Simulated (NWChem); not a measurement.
System: CdSiH$_{3}$Br; SMILES [Br][Cd][SiH3]

Results from NWChem. STO-3G and 3-21G are far too small for this property and stand as cheap habits. Structure relaxed at the PBE0/def2-SVP level. def2 effective core potentials on Cd; no spin-orbit coupling. B3LYP is NWChem's, with the RPA form of VWN correlation. Field at 589 nm.

Order these by “isotropic polarisability (bohr³)”, lowest first: B3LYP/def2-SVPD (core potentials); B3LYP/def2-SVP (core potentials); B3LYP/STO-3G (all-electron, non-relativistic).

B3LYP/STO-3G (all-electron, non-relativistic) (40.9), B3LYP/def2-SVP (core potentials) (81.7), B3LYP/def2-SVPD (core potentials) (97.8)
